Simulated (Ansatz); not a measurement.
Geometry optimisation, RKS BLYP/def2-SVP in Ansatz 0.2.0.

The input (input.yaml):

```yaml
crystal:
  periodic: [false, false, false]
  atoms:
    - { symbol: "N", position_ang: [-0.8559, 0.2636, 1.4872] }
    - { symbol: Si, position_ang: [-0.3477, 0.7575, -0.0651] }
    - { symbol: C, position_ang: [0.5807, -0.4522, -0.8034] }
    - { symbol: C, position_ang: [1.6772, -1.286, -0.7665] }
    - { symbol: S, position_ang: [0.7417, -1.3547, -2.2403] }
    - { symbol: H, position_ang: [-0.55879, -0.68575, 1.62323] }
    - { symbol: H, position_ang: [-0.23622, 0.79903, 2.16207] }
    - { symbol: H, position_ang: [-1.54, 1.0771, -0.8257] }
    - { symbol: H, position_ang: [0.3832, 2.0502, 0.18] }
    - { symbol: H, position_ang: [2.4207, -1.7093, -0.1903] }
basis:
  gaussian: { orbitals: def2-SVP }
hamiltonian:
  xc: blyp
relax:
  f_tol: 0.015
  max_steps: 40
```

Run as:

```bash
$ ansatz run input.yaml --threads 2 --pin off --max-ram 3072MiB --backend cpu --events-out ev --progress --plain --runs-dir out
```

Question: Where does it end, and by what steps?

Answer: The run converged. After 14 steps the energy has fallen by 1.657 eV; S5 moved furthest, 1.03 Å.

```tsv
step	energy less start (eV)	largest force component (eV/Å)	accepted
0	0.0000	5.464	yes
1	-1.0301	3.160	yes
2	-1.4511	0.700	yes
3	-1.5393	0.483	yes
4	-1.5308	0.898	no
5	-1.5856	0.272	yes
6	-1.6086	0.178	yes
7	-1.6275	0.114	yes
8	-1.6421	0.170	yes
9	-1.6460	0.228	yes
10	-1.6544	0.306	yes
11	-1.6563	0.026	yes
12	-1.6566	0.029	yes
13	-1.6566	0.025	yes
14	-1.6566	0.014	yes
```

```xyz
10
Properties=species:S:1:pos:R:3
N -0.716 0.549 1.732
Si -0.421 0.720 0.020
C 0.794 -0.493 -0.707
C 1.659 -1.441 -0.937
S 1.500 -0.751 -2.597
H -1.234 -0.267 2.072
H 0.025 0.796 2.394
H -1.714 0.518 -0.705
H 0.138 2.085 -0.229
H 2.233 -2.257 -0.481
```

Whether the end is a true minimum wasn't checked by a vibrational analysis.

Run time: 26 s on 2 threads of Intel(R) Xeon(R) CPU @ 2.60GHz (Ice Lake) (shared host), peak memory 0.17 GiB.
